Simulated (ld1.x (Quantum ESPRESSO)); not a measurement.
Pseudopotential generation for Mo: TM semilocal, PBE, scalar-relativistic.

- Element: molybdenum (Mo)
- Generator: ld1.x (Quantum ESPRESSO) 7.5
- Type: norm-conserving Troullier–Martins (semilocal form)
- Functional: PBE
- Relativity: scalar-relativistic
- Frozen core: [Ar] 3d10 4s2
- Valence charge: 12
- Reference configuration: 4p6 4d5 5s1 5p0
- Partial waves: 5s (bound): rc 2.10 bohr; 4d (bound): rc 2.15 bohr; 4p (bound): rc 2.15 bohr
- Local potential: the p channel
- Core correction: none

All-electron outer shells of the reference configuration (PBE, scalar-relativistic, ld1.x):

```json
{"shell": "3d", "level (eV)": "-220.98", "outermost node (bohr)": "–", "outermost maximum (bohr)": "0.32"}
{"shell": "4s", "level (eV)": "-64.35", "outermost node (bohr)": "0.51", "outermost maximum (bohr)": "0.99"}
{"shell": "4p", "level (eV)": "-38.49", "outermost node (bohr)": "0.52", "outermost maximum (bohr)": "1.08"}
{"shell": "5s", "level (eV)": "-4.09", "outermost node (bohr)": "1.34", "outermost maximum (bohr)": "2.93"}
{"shell": "4d", "level (eV)": "-3.75", "outermost node (bohr)": "0.53", "outermost maximum (bohr)": "1.38"}
{"shell": "5p", "level (eV)": "-1.04", "outermost node (bohr)": "1.54", "outermost maximum (bohr)": "4.11"}
```

**Question.** Estimate the cutoffs (Ry, on a coarse ladder) from which the occupation-weighted sum of valence levels, in a spherical-Bessel basis at the reference potential, stays within 10 and 1 mRy of its value at 400 Ry.

**Answer.** 35 Ry and 50 Ry.

**Question.** Which valence shell sets the plane-wave cutoff?

**Answer.** 4d: its level needs 40 Ry to come within 1 mRy, against 30 Ry for 5s.

**Question.** Tests: 4p6 4d5 5s0 5p0; 4p6 4d4 5s0 5p0; 4p6 4d3 5s0 5p0; 4p5 4d5 5s1 5p0; 4p6 4d5 5s0.5 5p0; 4p6 4d4 5s1 5p1; 4p6 4d5 5s0 5p1. Which has the largest error in its energy relative to the reference configuration, and how large is it?

**Answer.** 4p6 4d4 5s1 5p1, with +142 meV (all-electron minus pseudo) on +3.74 eV.
